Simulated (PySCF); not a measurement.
## How exact exchange moves a shielding

Molecule: SMILES N#CC[Si@H](N)S, C$_{2}$H$_{6}$N$_{2}$SSi.

Molfile (atoms numbered from 1):
```
C2H6N2SSi
     RDKit          3D

 12 11  0  0  0  0  0  0  0  0999 V2000
   -1.9301   -2.2607    0.5425 N   0  0  0  0  0  0  0  0  0  0  0  0
   -1.6945   -1.1435    0.3420 C   0  0  0  0  0  0  0  0  0  0  0  0
   -1.2964    0.2234    0.0837 C   0  0  0  0  0  0  0  0  0  0  0  0
    0.4626    0.2756   -0.6484 Si  0  0  2  0  0  4  0  0  0  0  0  0
    1.4137   -0.7196    0.3792 N   0  0  0  0  0  0  0  0  0  0  0  0
    1.2344    2.2700   -0.6649 S   0  0  0  0  0  0  0  0  0  0  0  0
   -1.3099    0.7971    1.0243 H   0  0  0  0  0  0  0  0  0  0  0  0
   -1.9985    0.7049   -0.6149 H   0  0  0  0  0  0  0  0  0  0  0  0
    0.3658   -0.0750   -2.0968 H   0  0  0  0  0  0  0  0  0  0  0  0
    2.4132   -0.7990    0.2280 H   0  0  0  0  0  0  0  0  0  0  0  0
    1.0196   -1.5947    0.7141 H   0  0  0  0  0  0  0  0  0  0  0  0
    1.3889    2.3167    0.6776 H   0  0  0  0  0  0  0  0  0  0  0  0
  1  2  3  0
  2  3  1  0
  3  4  1  0
  4  5  1  0
  4  6  1  0
  3  7  1  0
  3  8  1  0
  4  9  1  6
  5 10  1  0
  5 11  1  0
  6 12  1  0
M  END
```

GIAO shieldings (ppm, equivalent atoms averaged) in PySCF on the PBE0-D3(BJ)/def2-SVP geometry, basis pcSseg-1, gas phase, non-relativistic:

```csv
functional,exact exchange (%),σ(N5),σ(C3),σ(Si4),σ(S6)
BLYP,0,230.1,166.0,335.1,658.5
BP86,0,232.9,170.4,343.4,676.1
PBE,0,233.5,170.7,344.3,677.9
PBE0,25,239.9,176.3,360.3,701.5
mPW1PW91,25,239.2,175.5,359.1,698.4
BHandHLYP,50,242.1,177.1,368.2,703.3
HF,100,250.8,186.5,404.9,740.4
```

Q: Fit each shielding as a line in the percentage of exact exchange.

A: σ(N5) = 233.1 + 0.19 x (rms 1.5 ppm); σ(C3) = 169.8 + 0.17 x (rms 1.9 ppm); σ(Si4) = 341.5 + 0.62 x (rms 3.5 ppm); σ(S6) = 674.3 + 0.68 x (rms 8.0 ppm). The functionals also differ in their semilocal parts, which the line can't hold; Hartree–Fock has no correlation at all.

Q: What does the line predict for B3LYP (20 %), and what does the run give?

A: σ(N5): 236.9 predicted, 235.5 computed; σ(C3): 173.2 predicted, 170.9 computed; σ(Si4): 353.9 predicted, 348.1 computed; σ(S6): 687.9 predicted, 678.7 computed ppm.
